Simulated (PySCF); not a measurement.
Match the calculated data to a structure.

All candidates are C4H8Se.

| technique | computed result |
| --- | --- |
| Polarisability | 80.9 au [CAM-B3LYP/def2-SVPD] |
| Rotational structure | rotational constants A, B, C: 7.652, 1.550, 1.310 GHz [PBE0-D3(BJ)/def2-SVP] |
| UV, first state | lowest singlet excitation: 4.68 eV (265 nm, f = 0.000) [TDDFT CAM-B3LYP/def2-SVPD] |
| Dipole | 1.42 D [CAM-B3LYP/def2-SVPD] |
| UV, strongest line | among the 6 lowest singlet transitions: S3 at 5.64 eV (220 nm, f = 0.308) [TDDFT CAM-B3LYP/def2-SVPD] |

The electronic properties come from PySCF, for the isolated species, density fitting. Levels stand in brackets. Isolated species at its PBE0-D3(BJ)/def2-SVP geometry (one conformer only). The calculation is non-relativistic and has no spin–orbit coupling, an omission that weighs most on selenium.

Question: Which candidate is it?
A. `C/C=C/[Se]C`
B. `CCC(C)=[Se]`
C. `C=C[Se]CC`

Answer: A. It is `C/C=C/[Se]C`. Numbering: `[CH3:1]/[CH:2]=[CH:3]/[Se:4][CH3:5]`. The optimised geometry has point group Cs and is an asymmetric top.

The others, at the same levels:
- `C=C[Se]CC` fails: its computed lowest singlet excitation is 4.85 eV (256 nm, f = 0.001) (against 4.68 eV), static isotropic polarisability is 78.7 au (against 80.9 au) and rotational constant A is 3.548 GHz (against 7.652 GHz).
- `CCC(C)=[Se]` fails: its computed lowest singlet excitation is 2.18 eV (569 nm, f = 0.000) (against 4.68 eV), strongest line among the 6 lowest singlet transitions is S2 at 5.01 eV (248 nm, f = 0.256) (against S3 at 5.64 eV) and rotational constant A is 5.101 GHz (against 7.652 GHz).

Each candidate is one conformer, not necessarily the lowest. The conformers computed, where there is a choice (atom-mapped SMILES and torsion angles):
- `[CH3:1]/[CH:2]=[CH:3]/[Se:4][CH3:5]`: C2–C3–Se4–C5 0°
- `[CH2:1]=[CH:2][Se:3][CH2:4][CH3:5]`: C1–C2–Se3–C4 -4°, C2–Se3–C4–C5 -77°
- `[CH3:1][CH2:2][C:3]([CH3:4])=[Se:5]`: C1–C2–C3–C4 83°
